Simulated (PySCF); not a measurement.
C3H6BNO. Atoms are numbered in the order given.

```xyz
12

C      1.1326    -2.1689     0.0000
C      0.3786    -1.2140     0.0000
B     -0.5890    -0.0010     0.0000
N     -1.9745    -0.2232     0.0000
O     -0.1380     1.2860     0.0000
C      1.2126     1.6505     0.0000
H      1.7972    -3.0142     0.0000
H     -2.3811    -1.1462     0.0000
H     -2.6362     0.5410     0.0000
H      1.4334     2.2599    -0.8915
H      1.4334     2.2599     0.8915
H      1.8807     0.7737     0.0000
```
Charge 0, spin multiplicity 1.

The structure is a stationary point at PBE0-D3(BJ)/def2-SVP. This is a generated structure with no PubChem entry under its InChIKey; it may be hypothetical. Other conformers were not sampled.

Method: r2SCAN/def2-TZVP (PySCF).

Symmetry labels are those of the subgroup Cs that the program uses (full group Cs).

List the valence orbital energies around the gap with their symmetry. (An estimate is asked for; the answer gives what the named calculation found.)


```csv
orbital,symmetry,energy (eV)
HOMO−7,A',-11.36
HOMO−6,A",-11.35
HOMO−5,A',-10.11
HOMO−4,A",-8.39
HOMO−3,A',-7.71
HOMO−2,A',-7.04
HOMO−1,A",-7.01
HOMO,A",-6.39
LUMO,A",-0.89
LUMO+1,A',0.07
LUMO+2,A',1.18
LUMO+3,A',1.93
```
